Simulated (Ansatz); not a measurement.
Reaction (isomerisation): `[CH3][GaH][CH2]O` → `CO[CH2][GaH2]`

Calculated with Ansatz (gas phase, PBE0-D4/def2-TZVP geometries, no zero-point term in ΔE). CBS: MP2 limit from def2 TZ/QZ plus the TZ coupled-cluster correction, frozen cores. DFT in def2-TZVPP. For Ga outer-core shells are correlated without core-valence functions, which leaves a few kJ/mol of doubt a bond. Scalar relativity is left out up to krypton. Each species was taken in one conformer, which may not be the lowest.

`[CH3][GaH][CH2]O`:

Cartesian coordinates in Å:
```
C 0.940 1.168 -0.982
Ga 0.304 -0.667 -0.639
C -0.915 -0.987 0.903
O -1.429 0.183 1.530
H 0.262 1.919 -0.570
H 1.922 1.309 -0.518
H 1.061 1.353 -2.051
H 0.778 -1.875 -1.534
H -0.433 -1.652 1.637
H -1.784 -1.546 0.541
H -0.706 0.795 1.682
```

`CO[CH2][GaH2]`:

Z-matrix (Å, degrees):
```
C
O 1 1.403
H 1 1.091 2 107.8
H 1 1.098 2 111.1 3 119.6
H 1 1.099 2 111.1 3 -119.5
C 2 1.419 1 113.1 3 179.9
Ga 6 1.992 2 99.8 1 180.0
H 6 1.099 2 110.7 1 59.7
H 6 1.099 2 110.7 1 -59.7
H 7 1.571 6 119.6 2 85.6
H 7 1.571 6 119.9 2 -90.2
```

CCSD(T)/CBS gives +18.4 kcal/mol.

(1) Another level gave +17.6 kcal/mol. Which?
A. BLYP-D4/def2-TZVPP
B. HF/def2-TZVPP
C. B97M-V/def2-TZVPP
D. revPBE/def2-TZVPP

Largest T1 diagnostic among the species: 0.012.

Results:

(1) D. revPBE 17.6, BLYP-D4 15.9, B97M-V 14.7, HF/def2-TZVPP 12.4 kcal/mol.

In def2-TZVPP, CCSD(T) changes the Hartree–Fock value by +4.6 kcal/mol (the triples alone add +0.3 kcal/mol) and MP2 by +6.0 kcal/mol. From BLYP to BHLYP (50 % exact exchange), in def2-TZVPP and without D4, ΔE moves by −1.1 kcal/mol. At CCSD(T), def2-SVP lies −6.7 kcal/mol from the extrapolated value and def2-TZVPP −1.4 kcal/mol.
